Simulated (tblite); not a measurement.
Compound: C₆H₁₁O₂ (doublet state).
Cartesian coordinates in Å at the GFN2-xTB level; atoms count from 1:
```xyz
19
C6H11O2 angstrom
C      0.8799   -0.2607    1.7372
C      0.3676   -0.0158    0.5289
O      1.0738    0.1326   -0.6201
C      2.4710   -0.0377   -0.5761
C     -1.1033    0.0915    0.2806
C     -1.5021    1.3831   -0.4179
C     -1.5297   -1.1585   -0.6055
O     -2.8012   -1.2017   -0.8774
H      0.2295   -0.3824    2.5822
H      1.9352   -0.3144    1.9330
H      2.8156    0.0577   -1.6044
H      2.9448    0.7331    0.0393
H      2.7382   -1.0255   -0.1893
H     -1.6504   -0.0101    1.2208
H     -1.4162    2.2259    0.2649
H     -0.8660    1.5615   -1.2811
H     -2.5345    1.2996   -0.7485
H     -1.1289   -2.0891   -0.1426
H     -0.9330   -0.9800   -1.5313
```

Computed with GFN2-xTB (tblite): harmonic, unscaled wavenumbers at the GFN2-xTB geometry, gas phase. This tight-binding method is rough: wavenumbers can miss measured ones by several per cent, in bad cases by 10 to 20. One conformer, not necessarily the lowest. Open shells enter through the occupations alone, without spin polarisation, and single modes of such species can be off by tens of per cent.

Harmonic wavenumbers (cm⁻¹): 48.0, 95.3, 117.5, 179.5, 204.2, 223.9, 233.8, 274.7, 335.4, 358.7, 479.4, 586.8, 605.5, 671.2, 674.2, 825.4, 833.9, 850.3, 935.3, 986.5, 1023.1, 1081.5, 1096.4, 1111.6, 1120.3, 1152.6, 1166.4, 1220.1, 1254.6, 1284.4, 1303.9, 1380.6, 1392.3, 1397.8, 1412.4, 1464.8, 1481.3, 1481.5, 1484.1, 1642.5, 2620.6, 2707.3, 2942.4, 2955.4, 2966.7, 3029.4, 3030.0, 3046.5, 3048.6, 3134.3, 3166.1.

A = 3339, B = 1210, C = 1188 MHz; mass 115.076 u (most abundant isotopes); point group C1, symmetry number 1; spin multiplicity 2.

Task: Zero-point energy?

Result: ½Σν̃ = 34060 cm⁻¹ = 97.38 kcal/mol.

Task: Entropy at 200 K, 1 bar (ideal gas, RRHO, classical rotation)?

Result: Translation 38.18, rotation 27.40, vibration 17.81, spin (R ln 2) 1.38: S = 84.8 cal/(mol K).

Task: And Cp and H(200 K) − H(0)?

Result: Cp = 27.91 cal/(mol K), of which vibrations give 19.96 (their classical limit is 51 R = 101.3); H(200 K) − H(0) = 3.60 kcal/mol without the zero-point energy, 2.01 from vibrations.

Task: How do the functions run with temperature in this model?

Result: 
| T (K) | S (cal/(mol K)) | Cp (cal/(mol K)) | H − H(0) (kcal/mol) | G − H(0) (kcal/mol) | ln q(vib) |
| --- | --- | --- | --- | --- | --- |
| 50 | 58.4 | 12.4 | 0.48 | -2.44 | 0.40 |
| 100 | 68.9 | 18.5 | 1.26 | -5.64 | 1.44 |
| 298.15 | 97.6 | 37.2 | 6.78 | -22.32 | 6.38 |
| 373.15 | 106.7 | 44.4 | 9.84 | -29.99 | 8.25 |
| 500 | 121.3 | 55.3 | 16.19 | -44.46 | 11.38 |
| 750 | 146.9 | 71.0 | 32.12 | -78.07 | 17.40 |
| 1000 | 168.9 | 81.3 | 51.25 | -117.61 | 23.05 |

q(vib) and H(0) count from the zero-point level.

Task: What must be added to the electronic energy to get the Gibbs energy at 200 K and 1 bar?

Result: ZPE + [H(200 K) − H(0)] − T·S = 97.38 + 3.60 − 16.95 = 84.03 kcal/mol.

Task: Which modes carry the vibrational entropy at 200 K?

Result: 48.0 cm⁻¹: 4.11; 95.3 cm⁻¹: 2.78; 117.5 cm⁻¹: 2.38; 179.5 cm⁻¹: 1.61; 204.2 cm⁻¹: 1.39; 223.9 cm⁻¹: 1.24 cal/(mol K); the other 45 give 4.30 together.

Hindered rotation and anharmonicity are outside this model. Other conformers, if any are populated, would add a mixing term that is left out. The structure is chiral; the term R ln 2 for an equal mix with its mirror image is left out.
